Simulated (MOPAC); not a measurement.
Job for MOPAC: PM3 on C2H7Cl (a complex), monomers drawn apart or pushed together.

```
PM3 1SCF PRECISE CHARGE=0 THREADS=1
C2H7Cl

C      0.08600622 1     0.02345544 1    -0.02055014 1
H      1.15752366 1    -0.17339939 1     0.00099563 1
H     -0.19272529 1     0.62391864 1     0.84378367 1
H     -0.16274502 1     0.56100141 1    -0.93448626 1
H     -0.45702659 1    -0.92108159 1     0.00033043 1
C      0.83940158 1    -0.79836528 1     4.67669108 1
Cl    -0.06264897 1     0.69053077 1     5.11309796 1
H      1.75480695 1    -0.50642972 1     4.17140562 1
H      1.06174179 1    -1.34129236 1     5.59026196 1
H      0.21577953 1    -1.39397083 1     4.01753748 1
```

Program output:

```
*******************************************************************************
 **                                                                           **
 **                              MOPAC v23.2.5                                **
 **                                                                           **
 *******************************************************************************
 ** MOPAC's Digital Object Identifier: https://doi.org/10.5281/zenodo.6511958 **
 **                                                                           **
 ** Please cite the open-source release paper for use of this MOPAC version:  **
 ** J. E. Moussa and J. J. P. Stewart (2026)                                  **
 ** MOPAC: An open-source semiempirical molecular orbital program             **
 ** J. Open Source Softw., 11(119), 8025, https://doi.org/10.21105/joss.08025 **
 *******************************************************************************

                              PM3 CALCULATION RESULTS

 *******************************************************************************
 *  PM3        - The PM3 Hamiltonian to be used
 *
 *
 *
 *                 CHARGE ON SYSTEM = 0
 *
 *
 *
 *  PRECISE    - TIGHTER CRITERIA TO BE USED
 *  1SCF       - DO 1 SCF AND THEN STOP
 *  THREADS=1  - MULTI-THREADING NOT USED
 *  T=         - A TIME OF 172800.0 SECONDS REQUESTED
 *  DUMP=N     - RESTART FILE WRITTEN EVERY 7200.0 SECONDS REQUESTED
 *******************************************************************************
PM3 1SCF PRECISE CHARGE=0 THREADS=1
 C2H7Cl

   ATOM   CHEMICAL          X               Y               Z
  NUMBER   SYMBOL      (ANGSTROMS)     (ANGSTROMS)     (ANGSTROMS)

     1       C          0.08600622  *   0.02345544  *  -0.02055014  *
     2       H          1.15752366  *  -0.17339939  *   0.00099563  *
     3       H         -0.19272529  *   0.62391864  *   0.84378367  *
     4       H         -0.16274502  *   0.56100141  *  -0.93448626  *
     5       H         -0.45702659  *  -0.92108159  *   0.00033043  *
     6       C          0.83940158  *  -0.79836528  *   4.67669108  *
     7      Cl         -0.06264897  *   0.69053077  *   5.11309796  *
     8       H          1.75480695  *  -0.50642972  *   4.17140562  *
     9       H          1.06174179  *  -1.34129236  *   5.59026196  *
    10       H          0.21577953  *  -1.39397083  *   4.01753748  *



          CARTESIAN COORDINATES

    NO.       ATOM           X           Y           Z

     1         C          0.0860      0.0235     -0.0206
     2         H          1.1575     -0.1734      0.0010
     3         H         -0.1927      0.6239      0.8438
     4         H         -0.1627      0.5610     -0.9345
     5         H         -0.4570     -0.9211      0.0003
     6         C          0.8394     -0.7984      4.6767
     7        Cl         -0.0626      0.6905      5.1131
     8         H          1.7548     -0.5064      4.1714
     9         H          1.0617     -1.3413      5.5903
    10         H          0.2158     -1.3940      4.0175

  H: (PM3): J. J. P. STEWART, J. COMP. CHEM. 10, 209 (1989).
  C: (PM3): J. J. P. STEWART, J. COMP. CHEM. 10, 209 (1989).
 Cl: (PM3): J. J. P. STEWART, J. COMP. CHEM. 10, 209 (1989).

           Empirical Formula: C2 H7 Cl  =    10 atoms



      MOLECULAR POINT GROUP   :   C1


      RHF CALCULATION, NO. OF DOUBLY OCCUPIED LEVELS = 11


 -------------------------------------------------------------------------------
 PM3 1SCF PRECISE CHARGE=0 THREADS=1
 C2H7Cl



     1SCF WAS SPECIFIED, SO BFGS WAS NOT USED
     SCF FIELD WAS ACHIEVED


                              PM3 CALCULATION
                                                       MOPAC v23.2.5 Linux




          FINAL HEAT OF FORMATION =        -27.45596 KCAL/MOL =    -114.87575 KJ/MOL


          COSMO AREA              =        129.60 SQUARE ANGSTROMS
          COSMO VOLUME            =        105.92 CUBIC ANGSTROMS

          IONIZATION POTENTIAL    =         10.517223 EV
          HOMO LUMO ENERGIES (EV) =        -10.517  1.168
          NO. OF FILLED LEVELS    =         11
          MOLECULAR WEIGHT        =         66.5303         POINT GROUP:  C1

          MOLECULAR DIMENSIONS (Angstroms)

            Atom       Atom       Distance
            H     9    H     4     6.90583
           Cl     7    H     2     3.03682
            H     8    H     5     2.15258


          SCF CALCULATIONS        =          1





   ATOM   CHEMICAL          X               Y               Z
  NUMBER   SYMBOL      (ANGSTROMS)     (ANGSTROMS)     (ANGSTROMS)

     1       C          0.08600622  *   0.02345544  *  -0.02055014  *
     2       H          1.15752366  *  -0.17339939  *   0.00099563  *
     3       H         -0.19272529  *   0.62391864  *   0.84378367  *
     4       H         -0.16274502  *   0.56100141  *  -0.93448626  *
     5       H         -0.45702659  *  -0.92108159  *   0.00033043  *
     6       C          0.83940158  *  -0.79836528  *   4.67669108  *
     7      Cl         -0.06264897  *   0.69053077  *   5.11309796  *
     8       H          1.75480695  *  -0.50642972  *   4.17140562  *
     9       H          1.06174179  *  -1.34129236  *   5.59026196  *
    10       H          0.21577953  *  -1.39397083  *   4.01753748  *

                             CARTESIAN COORDINATES

   1    C        0.086006220     0.023455440    -0.020550140
   2    H        1.157523660    -0.173399390     0.000995630
   3    H       -0.192725290     0.623918640     0.843783670
   4    H       -0.162745020     0.561001410    -0.934486260
   5    H       -0.457026590    -0.921081590     0.000330430
   6    C        0.839401580    -0.798365280     4.676691080
   7   Cl       -0.062648970     0.690530770     5.113097960
   8    H        1.754806950    -0.506429720     4.171405620
   9    H        1.061741790    -1.341292360     5.590261960
  10    H        0.215779530    -1.393970830     4.017537480


           Empirical Formula: C2 H7 Cl  =    10 atoms



      MOLECULAR POINT GROUP   :   C1


                  EIGENVALUES
 -55.16048 -29.87921 -27.98855 -14.89966 -14.88438 -13.67470 -13.67139 -13.66183
 -13.63821 -10.51812 -10.51722   1.16808   3.56765   3.81671   3.82323   4.20270
   4.54102   4.54832   4.57103


              NET ATOMIC CHARGES AND DIPOLE CONTRIBUTIONS

  ATOM NO.   TYPE          CHARGE      No. of ELECS.   s-Pop       p-Pop
    1          C          -0.112725        4.1127     1.11221     3.00052
    2          H           0.026492        0.9735     0.97351
    3          H           0.030399        0.9696     0.96960
    4          H           0.028871        0.9711     0.97113
    5          H           0.026958        0.9730     0.97304
    6          C          -0.069930        4.0699     1.16348     2.90645
    7         Cl          -0.082259        7.0823     1.98301     5.09925
    8          H           0.050564        0.9494     0.94944
    9          H           0.050949        0.9491     0.94905
   10          H           0.050680        0.9493     0.94932
 DIPOLE           X         Y         Z       TOTAL
 POINT-CHG.     0.472    -0.780    -0.227     0.940
 HYBRID         0.261    -0.430    -0.132     0.520
 SUM            0.733    -1.211    -0.359     1.460


          ATOMIC ORBITAL ELECTRON POPULATIONS

     Atom    s        px        py        pz
    1  C   1.11221   0.99832   1.00016   1.00203
    2  H   0.97351
    3  H   0.96960
    4  H   0.97113
    5  H   0.97304
    6  C   1.16348   0.98121   0.91513   1.01010
    7 Cl   1.98301   1.77165   1.38365   1.94395
    8  H   0.94944
    9  H   0.94905
   10  H   0.94932

 **********************
 *                    *
 * JOB ENDED NORMALLY *
 *                    *
 **********************




 == MOPAC DONE ==
```

The run finished.

Cost: very roughly 0.020 core-seconds.
